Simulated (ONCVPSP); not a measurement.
dysprosium, ONCV: configuration errors across variants

ONCVPSP 4.0.1 input, shortened (lines: element, Z, core and valence counts, functional; n l f; lmax; l rc ep ncon nbas qcut; lloc lpopt rc5 dvloc0; l nproj debl; icmod fcfact rcfact), PBEsol, scalar-relativistic:

```
  Dy 66.00   10    4  -116133      upf
    1    0    2.00
    2    0    2.00
    2    1    6.00
    3    0    2.00
    3    1    6.00
    3    2   10.00
    4    0    2.00
    4    1    6.00
    4    2   10.00
    4    3    9.00
    5    0    2.00
    5    1    6.00
    5    2    1.00
    6    0    0.50
    2
    0    1.95    0.00    4    8    6.60
    1    1.95    0.00    3    7    6.70
    2    2.05    0.00    4    8    4.50
    4    4    1.60    3.00
    0    2    3.90
    1    1    2.60
    2    2    1.90
    1    0.30    0.00
```

All-electron excitation energies from the reference (eV): (1) 5s2 5p6 5d1 6s2 -12.343; (2) 5s2 5p6 5d1 6s1 -5.474; (3) 5s2 5p6 5d1 6s0 6.901; (4) 5s1 5p6 5d1 6s2 46.248.

1 further variants failed, have other tests or too few solved ones, and are left out.

Errors AE − PS in meV (a dash: test not solved or not reliable):

```tsv
change	(1)	(2)	(3)	(4)	bound ghosts	GHOST(+) flags above zero
base	-4.5	-0.1	-4.5	-337	none	none
all radii but the core radius scaled by about 0.87 (s 1.70, p 1.70, d 1.78 bohr); local potential polynomial inside 1.40 bohr (lpopt 4, dvloc0 3 Ha)	-4.1	-0.1	-4.4	-299	none	none
all radii but the core radius scaled by about 1.17 (s 2.28, p 2.28, d 2.40 bohr); local potential polynomial inside 1.88 bohr (lpopt 4, dvloc0 3 Ha)	-5.2	-0.2	-4.8	-460	none	none
all radii but the core radius scaled by about 1.29 (s 2.52, p 2.52, d 2.64 bohr); local potential polynomial inside 2.06 bohr (lpopt 4, dvloc0 3 Ha)	-3.6	+0.1	-4.8	-509	none	s
```

**Question.** Give the same row for: all radii but the core radius scaled by about 1.12 (s 2.18, p 2.18, d 2.28 bohr); local potential polynomial inside 1.78 bohr (lpopt 4, dvloc0 3 Ha).

**Answer.** -5.0, -0.2, -4.7, -416; bound ghosts: none; GHOST(+) flags above zero: none.
